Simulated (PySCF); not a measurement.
Nb(S)(OH)2(Me) (CH₅NbO₂S), SMILES [OH][Nb]([OH])(=[S])[CH3], multiplicity 1.

Coordinates come from a B3LYP-D3(BJ)/def2-SVP optimisation. The multiplicity is an assumed one; no other spin state was optimised. The structure was generated by enumeration; whether it is a known compound was not checked. The def2 effective core potentials stand for the cores of Nb; spin–orbit coupling is left out. The values are those of a single conformer.

The numbers are results of PySCF with B3LYP-D3(BJ)/def2-SVP, not measurements.

Frequencies are harmonic and unscaled.

| mode | ν (cm⁻¹) | IR (km/mol) | moving atoms (share of kinetic energy) |
|---|---|---|---|
| 1 | 153 | 0.4 | H 90 % |
| 2 | 156 | 0.9 | S 27 %, Nb 21 %, H 18 %, C 17 %, O 16 % |
| 3 | 163 | 0.8 | H 29 %, O 20 %, Nb 19 %, C 16 %, S 15 % |
| 4 | 172 | 5.0 | O 46 %, H 26 %, S 17 %, C 10 % |
| 5 | 173 | 1.8 | O 37 %, H 26 %, C 25 % |
| 6 | 195 | 6.0 | O 68 %, H 14 %, Nb 10 % |
| 7 | 347 | 228.8 | H 81 %, O 16 % |
| 8 | 366 | 5.7 | H 82 %, O 17 % |
| 9 | 470 | 131.3 | H 78 %, O 21 % |
| 10 | 483 | 123.4 | H 72 %, O 14 %, C 11 % |
| 11 | 539 | 51.3 | C 43 %, H 23 %, S 18 %, Nb 11 % |
| 12 | 555 | 90.1 | S 42 %, H 23 %, Nb 22 %, C 12 % |
| 13 | 567 | 17.1 | H 78 %, C 17 % |
| 14 | 624 | 40.6 | H 62 %, C 14 %, S 12 % |
| 15 | 730 | 104.5 | O 78 %, Nb 12 %, H 9 % |
| 16 | 758 | 143.9 | O 65 %, Nb 24 %, H 10 % |
| 17 | 1177 | 2.9 | H 78 %, C 21 % |
| 18 | 1399 | 7.3 | H 94 % |
| 19 | 1403 | 7.7 | H 95 % |
| 20 | 3005 | 1.4 | H 97 % |
| 21 | 3103 | 4.8 | H 91 %, C 9 % |
| 22 | 3120 | 2.2 | H 91 %, C 9 % |
| 23 | 3872 | 399.0 | H 94 % |
| 24 | 3876 | 112.6 | H 94 % |
